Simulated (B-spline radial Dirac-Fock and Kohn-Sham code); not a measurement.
The computed values come from a radial B-spline solver: Dirac-Fock energy differences between relaxed states, corrected for Breit and QED terms. Two-hole levels are in intermediate coupling, intensities from independent-particle Coulomb rates.

**Question.** These computed lines form the K-LL Auger spectrum of a free neutral atom. Which element, and how are the lines assigned?

| kinetic energy (eV) | relative intensity |
| --- | --- |
| 25281.4 | 21 |
| 25654.6 | 33 |
| 25689.0 | 3 |
| 25991.2 | 6 |
| 26016.3 | 27 |
| 26071.3 | 7 |
| 26380.2 | 100 |
| 26738.1 | 6 |
| 26773.3 | 36 |

**Answer.** Ba ([Xe] 6s2). From low to high energy: K-L1L1 ¹S0, K-L1L2 ³P1, K-L1L2 ³P0, K-L2L2 ³P0, K-L1L3 ¹P1, K-L1L3 ³P2, K-L2L3 ¹D2, K-L3L3 ¹S0, K-L3L3 ³P2. The labels give the leading jj configuration and the leading LS term by weight; in heavy atoms the literature often keeps the label of the LS limit instead.
